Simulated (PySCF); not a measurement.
Be: excitation energy

Be [He] 2s2 (1S) → Be [He] 2s1 2p1 (3P), as a difference of total energies. Calculation: PySCF 2.14, in aug-cc-pCVTZ; the non-relativistic Hamiltonian (point nucleus). Correlated levels: valence: 1s2 frozen. The calculations carry no spin-orbit coupling.

| method | excitation energy (eV) | error (eV) |
| --- | --- | --- |
| UHF | 1.618 | -1.107 |
| MP2 (valence) | 2.325 | -0.400 |
| SCS-MP2 (valence) | 2.532 | -0.193 |
| CCSD (valence) | 2.731 | +0.006 |

Reference: 2.725 eV (measured; NIST levels, between the centres of gravity of the two terms).

Errors of the correlated levels include the incompleteness of this basis and the frozen core.

With two correlated electrons CCSD is exact in that space.
